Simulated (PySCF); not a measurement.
Two-component Hartree-Fock for Sb³⁺ (antimony, charge +3)

Start: [Kr] 4d10 5s2. Calculated with PySCF 2.14 in x2c-TZVPPall-2c with one added diffuse shell each of s, p, d, f type (9s10p6d3f, 90 functions): generalised Hartree-Fock with the X2C-1e Hamiltonian and a Gaussian nucleus; spin-orbit coupling (SO) screened by Boettger's factors.

```tsv
spinor shell	electrons	ε, screened SO (eV)	weight of nominal j (screened SO)	rms radius, screened SO (bohr)
1s1/2	2	-30671.2	1.000	0.0325
2s1/2	2	-4787.2	1.000	0.133
2p1/2	2	-4469.3	1.000	0.115
2p3/2	4	-4215.1	1.000	0.120
3s1/2	2	-1003.1	1.000	0.352
3p1/2	2	-871.67	1.000	0.345
3p3/2	4	-823.21	1.000	0.356
3d3/2	4	-593.33	1.000	0.329
3d5/2	6	-583.48	1.000	0.332
4s1/2	2	-205.76	1.000	0.843
4p1/2	2	-158.99	1.000	0.893
4p3/2	4	-149.96	1.000	0.922
4d3/2	4	-74.206	1.000	1.09
4d5/2	6	-72.855	1.000	1.10
5s1/2	2	-41.896	1.000	2.19
```

| quantity | screened SO |
| --- | --- |
| E (hartree) | -6477.03285 |
| M_J | 0 |
| ⟨J²⟩ | 0.000 |
| ⟨L²⟩ | 0.019 |
| ⟨S²⟩ | 0.019 |

Breit and QED terms are absent; they matter most for the inner s and p1/2 levels.

Densities and radii are taken from the X2C orbitals without a picture-change correction, which distorts them close to the nucleus.
